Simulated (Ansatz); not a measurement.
[FeH6]4- (FeH₆⁴⁻), relaxed as a triplet with UKS PBE-D4/def2-TZVPD in Ansatz, starting from the PBE-D4/def2-TZVPD geometry of the charge -4 singlet. Force threshold 0.02 eV/Å.

A multiply charged anion in the gas phase is held together partly by the finite basis. The charge -4 triplet is spin-contaminated (final ⟨S²⟩ up to 2.24, 2.00 for a pure state). The highest occupied level of the charge -4 triplet lies above zero (up to 12.18 eV). It is a level of α spin, whose loss leaves a doublet; that state wasn't run at this geometry and level. The electron is either unbound and held by the finite basis, or the level is raised by self-interaction error. At PBE-D4/def2-TZVPD a singlet of charge -4 lies 0.19 eV below the triplet, each at its own geometry. That singlet is doubtful there (restricted singlet, unstable towards broken spin symmetry).

Start:

Cartesian coordinates in Å:
```
Fe -0.0800 -0.1645 0.0736
H 0.5638 0.2657 -1.1563
H 0.5623 -0.6562 1.3169
H -1.5128 -0.0525 0.4393
H 0.9963 0.7558 0.3996
H -0.5005 1.1903 -0.2419
H -0.0290 -1.3385 -0.8312
```

Problem. Estimate the energy that the relaxation releases and the steps that it takes.

Solution. 33.0 kJ/mol, in 14 steps; 78 s on 4 threads of Arm Neoverse V2 on a shared host. No frequencies were taken in this run, so the end may be a saddle point.

Problem. Does the start keep its bonding?

Solution. By distances, no bond broke or formed. The bond that changes most is Fe1–H4, from 1.48 to 1.44 Å (atoms count from 1). A close non-bonded pair moves further: H2–H5, from 1.69 to 2.48 Å.

Problem. Predict the relaxed structure.

Solution. 
```
atom   x (Å)   y (Å)   z (Å)
 Fe1   0.000  -0.008  -0.007
  H2   0.034   0.164  -1.455
  H3   0.233  -0.990   1.050
  H4  -1.285   0.067   0.641
  H5   0.950   0.737   0.775
  H6  -0.381   1.326  -0.458
  H7   0.450  -1.296  -0.547
```
Bond lengths: 6 × Fe–H 1.44 to 1.47 Å.
